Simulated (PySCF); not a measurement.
Bromine: a sound run and one with changed settings

Sound run: Br²⁺ [Ar] 3d10 4s2 4p3, Br³⁺ [Ar] 3d10 4s2 4p2. Calculation: PySCF 2.14, in cc-pVDZ-PP with ECP10MDF (4s3p2d, 23 functions); scalar relativity through the core potential. The sound run starts from symmetry-adapted Hartree-Fock orbitals and uses a fine grid where one is needed.

Changed run: initial guess atom, at most 3 SCF cycles. This setting is unsound on purpose.

```tsv
species	method	sound run (hartree)	changed run (hartree)	converged
Br²⁺	UHF	-414.33728	-414.33706	no
Br²⁺	PBE	-415.57120	-415.57117	no
Br²⁺	MN15	-416.01410	-416.01408	no
Br³⁺	UHF	-413.06527	-413.06498	no
Br³⁺	PBE	-414.28431	-414.28428	no
Br³⁺	MN15	-414.73432	-414.73429	no
```

The SCF was stopped early; the energies are upper bounds that still move, and correlated levels were skipped or rest on poor orbitals.
